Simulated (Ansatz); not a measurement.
C2H6AlNSe (`[NH2][AlH][CH2]C=[Se]`). Total charge 0; spin multiplicity 1.

Cartesian coordinates in Å:
```
N 1.6958 0.3301 -0.8680
Al -0.0276 0.3012 -1.1984
C -1.2747 -0.2320 0.2693
C -0.5271 -0.1897 1.5013
Se 0.4539 -1.4902 2.2031
H 2.4138 0.5598 -1.5352
H 2.1005 0.0356 0.0077
H -0.6008 0.6990 -2.6158
H -1.5788 -1.2432 -0.0204
H -2.1212 0.4604 0.2338
H -0.5338 0.7689 2.0226
```

Q: List the harmonic frequencies (cm⁻¹, unscaled) at PBE0-D4/def2-TZVP in Ansatz. (Best estimate.)

A: The calculation gave: 49, 70, 161, 236, 350, 384, 450, 519, 535, 558, 685, 734, 775, 847, 890, 998, 1091, 1184, 1352, 1445, 1559, 1947, 3047, 3105, 3125, 3597, 3694.

Q: Is this a minimum?

A: Yes, all 27 modes are real.

Q: Give the ideal-gas thermochemistry at 298.15 K and 1 bar (rigid rotor, harmonic oscillator; point group C1, symmetry number 1).

A: Zero-point energy 199.7 kJ/mol; H(298) − E = 222.3 kJ/mol; entropy 371.6 J/(mol·K), of which translation 171.3, rotation 118.8, vibration 81.4; G(298) − E = 111.5 kJ/mol. Modes under 100 cm⁻¹ are hindered rotations or soft bends, so the harmonic entropy is rough.

Q: And at 400, 500, 600, 800 and 1000 K?

A: 
```
T (K)  H − E (kJ/mol)  S (J/mol/K)  G − E (kJ/mol)
  400           235.4        409.3            71.7
  500           250.3        442.4            29.1
  600           266.6        472.1           -16.7
  800           302.5        523.7          -116.4
 1000           341.7        567.3          -225.6
```
